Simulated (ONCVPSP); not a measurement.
## Before and after: ONCV potential for tungsten

ONCVPSP 4.0.1 input, shortened (lines: element, Z, core and valence counts, functional; n l f; lmax; l rc ep ncon nbas qcut; lloc lpopt rc5 dvloc0; l nproj debl; icmod fcfact rcfact), PBE, scalar-relativistic:

```
  W 74.00   12    3        4      upf
    1    0    2.00
    2    0    2.00
    2    1    6.00
    3    0    2.00
    3    1    6.00
    3    2   10.00
    4    0    2.00
    4    1    6.00
    4    2   10.00
    4    3   14.00
    5    0    2.00
    5    1    6.00
    5    2    4.00
    6    0    1.00
    6    1    1.00
    2
    0    2.80    0.00    4    9    2.60
    1    2.65    0.00    5    9    3.00
    2    1.75    0.00    5    9    5.10
    4    5    1.70    2.00
    0    2    3.50
    1    1    3.30
    2    2    1.70
    3    4.00    1.35
```

All-electron outer shells of the reference configuration (PBE, scalar-relativistic, ld1.x):

```json
{"shell": "5p", "level (eV)": "-44.81", "outermost node (bohr)": "0.57", "outermost maximum (bohr)": "1.09"}
{"shell": "4f", "level (eV)": "-34.81", "outermost node (bohr)": "–", "outermost maximum (bohr)": "0.43"}
{"shell": "6s", "level (eV)": "-6.76", "outermost node (bohr)": "1.28", "outermost maximum (bohr)": "2.61"}
{"shell": "5d", "level (eV)": "-5.90", "outermost node (bohr)": "0.63", "outermost maximum (bohr)": "1.49"}
{"shell": "6p", "level (eV)": "-2.12", "outermost node (bohr)": "1.53", "outermost maximum (bohr)": "3.61"}
```

Change: core correction Teter function, fcfact 4, rcfact 1.28.

Cutoffs: the cutoffs (Ha) at which the residual kinetic energy of the hardest occupied pseudo-wave falls to 1 and 0.1 mHa per electron; they do not see the model core or the augmentation charge, which bear on the density cutoff. Errors are all-electron minus pseudo energies relative to the spin-unpolarised reference configuration.

What does the change do?

The potential gets neither clearly harder nor softer (14 Ha and 37 Ha → 14 Ha and 37 Ha); of the 4 tests that both files solve, the error grows in 0 and shrinks in 3 by more than 15 % and 0.3 meV (median size 24.3 → 5.4 meV); neither file shows a bound ghost. A model core, the more so a compact one, raises the density cutoff, which this test does not measure.

```csv
quantity,base,changed
"cutoff, loose",14 Ha,14 Ha
"cutoff, tight",37 Ha,37 Ha
bound ghosts,none,none
GHOST(+) flags under 300 eV,"p at 3.8 eV, s at 45.8 eV","p at 3.8 eV, s at 45.8 eV"
"error for 5d4 6s2 6p0, meV [ΔE -4.50 eV]",-2.3,+0.4
"error for 5d4 6s1 6p0, meV [ΔE 4.39 eV]",-6.3,-3.1
"error for 5d4 6s0 6p0, meV [ΔE 20.07 eV]",-42,-7.6
"error for 5d5 6s0 6p0, meV [ΔE 5.20 eV]",-83,-72
s: phases at 2.85 bohr within 0.05 rad from the reference energy up to (Ha; the scan ends near 5),1.1,1.1
p: phases at 2.70 bohr within 0.05 rad from the reference energy up to (Ha; the scan ends near 5),0.0,0.0
d: phases at 1.77 bohr within 0.05 rad from the reference energy up to (Ha; the scan ends near 5),to the end of the scan,to the end of the scan
"rms error of d²Exc/dni dnj with the model core, mHa",1.78,2.21
```

Base: The cutoffs count occupied waves only; projector 2 of the s channel, the hardest unoccupied one, needs 38 Ha at the loose tolerance. Changed file: The cutoffs count occupied waves only; projector 2 of the s channel, the hardest unoccupied one, needs 38 Ha at the loose tolerance.
